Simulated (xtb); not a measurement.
C7H5N, charge -1, doublet, geometry from GFN2-xTB (a state made from the parent by changing its charge; the spin is typed, not shown lowest). Base run: GFN2-xTB (xtb).

Geometry (Å):
```xyz
13

N      3.1448     0.5596     0.0210
C      1.9884     0.3538     0.0133
C      0.6396     0.1138     0.0043
C     -0.3164     1.1834     0.0927
C     -1.6551     0.9294     0.0825
C     -2.1531    -0.3832    -0.0144
C     -1.2317    -1.4431    -0.1018
C      0.1124    -1.2197    -0.0940
H      0.0556     2.2005     0.1679
H     -2.3604     1.7554     0.1506
H     -3.2194    -0.5729    -0.0215
H     -1.6077    -2.4615    -0.1771
H      0.8135    -2.0458    -0.1621
```
Charge -1, spin multiplicity 2.
All else is at xtb's defaults.
Base energy -20.57165 Eh.

Variants of this job, named by their change:

| change | ΔE vs base (mEh) | G_solv (kcal/mol) | SCF cycles |
|---|---|---|---|
| base | 0.000 | - | 12 |
| etemp = 3000 | -2.709 | - | 12 |
| gbsa = toluene | -76.315 | -48.40 | 12 |
| alpb = acetonitrile | -78.286 | -49.54 | 12 |
| acc = 0.1 | 0.000 | - | 14 |
| acc = 30 | 0.000 | - | 8 |

ALPB and GBSA are two models with their own fitted parameters for each solvent, which aren't always the measured dielectric constant.
